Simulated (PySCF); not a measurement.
# Te²⁺: ionisation energy

Te²⁺ [Kr] 4d10 5s2 5p2 (3P) → Te³⁺ [Kr] 4d10 5s2 5p1 (2P), as a difference of total energies. All numbers are calculated (PySCF 2.14, scalar relativity by spin-free X2C-1e, in x2c-QZVPPall with one added diffuse shell each of s, p, d, f type (14s10p8d5f1g, 128 functions)). Correlated levels: valence: [Kr] 4d10 frozen; valence and next inner shell: [Ar] 3d10 frozen. The calculations carry no spin-orbit coupling.

Task: Order these methods by the ionisation energy they give, lowest first.
A. PBE0
B. SCS-MP2 (valence)
C. MP2 (valence)
D. BHandHLYP

Result: B (27.268 eV), C (27.331 eV), D (27.468 eV), A (27.568 eV).

A first-order spin-orbit estimate (lowest level to lowest level, LS coupling) adds -0.074 eV.

Errors of the correlated levels include the incompleteness of this basis and the frozen core.

For comparison: 27.84 ± 0.04 eV (measured; NIST Atomic Spectra Database, ionization energies).
